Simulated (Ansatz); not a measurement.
Consider the cleavage of the Al–B bond: `O[BH][AlH2]` + `C[SeH]` → `C[Se][AlH2]` + `BO`.

Computed with Ansatz on PBE0-D4/def2-TZVP structures; ΔE is electronic, products minus reactants. CCSD(T)/CBS adds triple-zeta CCSD(T) − MP2 to the extrapolated MP2 energy (def2 sets, frozen cores). This one scheme is used for every species. DFT in def2-TZVPP. For Se outer-core shells are correlated without core-valence functions, which leaves a few kJ/mol of doubt a bond. Scalar relativity is left out up to krypton. Each species was taken in one conformer, which may not be the lowest.

`O[BH][AlH2]`:

```xyz
7

O     0.946   -0.680   -1.275
B    -0.103   -0.625   -0.415
Al   -0.232    1.004    0.977
H     0.927   -1.441   -1.863
H    -0.924   -1.515   -0.483
H     0.408    0.911    2.435
H    -1.021    2.345    0.624
```

`C[SeH]`:

Cartesian coordinates in Å:
```
C -0.166 -0.517 0.054
Se -0.364 1.420 0.135
H 0.036 -0.839 -0.965
H -1.120 -0.930 0.380
H 0.619 -0.850 0.729
H 0.995 1.716 -0.333
```

`C[Se][AlH2]`:

Cartesian coordinates in Å:
```
C -1.185 -0.787 0.257
Se -0.815 1.134 0.088
Al 1.446 1.040 -0.317
H -1.919 -1.059 -0.499
H -1.589 -0.969 1.250
H -0.275 -1.365 0.114
H 2.117 -0.396 -0.365
H 2.220 2.402 -0.528
```

`BO`:

Cartesian coordinates in Å:
```
B 0.116 0.290 0.282
O 0.006 -0.268 -0.940
H 0.692 1.337 0.347
H -0.349 -0.253 1.248
H -0.464 -1.106 -0.937
```

```
  level  ΔE (kJ/mol)
 B97M-V       -162.8
PBE0-D4       -161.4
```

Problem. What does CCSD(T)/CBS give? (Estimate.)

Solution. The calculation gave: -167.7 kJ/mol. The listed levels differ from it by 4.9, 6.3 kJ/mol.

Largest T1 diagnostic among the species: 0.014.

From PBE to PBE0 (25 % exact exchange), in def2-TZVPP and without D4, ΔE moves by −4.3 kJ/mol. At CCSD(T), def2-SVP lies +6.4 kJ/mol from the extrapolated value and def2-TZVPP +4.0 kJ/mol.
